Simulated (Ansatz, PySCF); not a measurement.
Gas-phase reaction in SMILES: FSF [fluoro thiohypofluorite] -> FSF as doublet, charge +1 + e-
Each molecule is optimised on its own at B3LYP-D3(BJ)/def2-TZVP (Ansatz, a quantum-chemistry and plane-wave program). A spin state is the lowest found, not a proven ground state.
Geometry of the first species:
```
S
F 1 1.6052
F 1 1.6052 2 98.75
```
Charge 0, spin multiplicity 1.

Quantity: adiabatic ionisation energy (0 K, with B3LYP-D3(BJ) harmonic zero-point energies from PySCF), in eV. Correlated levels leave the core frozen unless marked. UHF or UKS for open shells. No spin-orbit coupling. Non-relativistic. CBS marks a two-point X^-3 extrapolation of the correlation energy; Hartree-Fock from the larger set.

```tsv
level	program	adiabatic ionisation energy (eV)	minus last row
TPSSh-D3(BJ)/def2-TZVPD	PySCF + dftd3	9.87	-0.23
r2SCANh-D4/def2-TZVPD	Ansatz + dftd4	9.80	-0.30
SCS-MP2/6-31G	Ansatz	11.20	1.10
SCS-MP2/cc-pwCVTZ	Ansatz	9.85	-0.25
CCSD/6-31G	Ansatz	11.20	1.10
CCSD(T)/aug-cc-pV(D+d)Z	Ansatz	10.12	0.02
CCSD(T)/CBS(cc-pV(T+d)Z,cc-pV(Q+d)Z)	Ansatz	10.10	0.00
```
